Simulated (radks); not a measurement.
Spin polarisation of the 4f9 shell in the terbium ion Tb+. Start: [Xe] 4f(up 4.5, down 4.5) 6s(up 0.5, down 0.5); electrons of 4f are moved from spin down to spin up, other shells keep equal spins. Method: non-relativistic Kohn-Sham, r2SCAN, spin-polarised, spherical densities, point nucleus; meta-GGA in the generalised Kohn-Sham scheme; computed with a radial shooting solver on a logarithmic mesh with Libxc functionals.

| moment (Bohr magnetons) | E - E(0) (eV) | e(4f up) (eV) | e(4f down) (eV) | 6s down minus up (eV) | 5p down minus up (eV) | 5s down minus up (eV) |
|---|---|---|---|---|---|---|
| 0 | 0.000 | -12.761 | -12.761 | 0.000 | 0.000 | 0.000 |
| 1 | -0.256 | -13.254 | -12.230 | 0.048 | 0.318 | 0.429 |
| 2 | -1.024 | -13.710 | -11.663 | 0.096 | 0.637 | 0.859 |
| 3 | -2.303 | -14.127 | -11.058 | 0.145 | 0.958 | 1.291 |
| 4 | -4.092 | -14.503 | -10.415 | 0.195 | 1.283 | 1.726 |
| 5 | -6.390 | -14.835 | -9.733 | 0.245 | 1.612 | 2.165 |

At moment 5 the spin-polarisation energy is -6.390 eV and the 4f exchange splitting 5.102 eV, that is 1.020 eV per Bohr magneton; E = -I m^2/4 would give I = 1.022 eV.
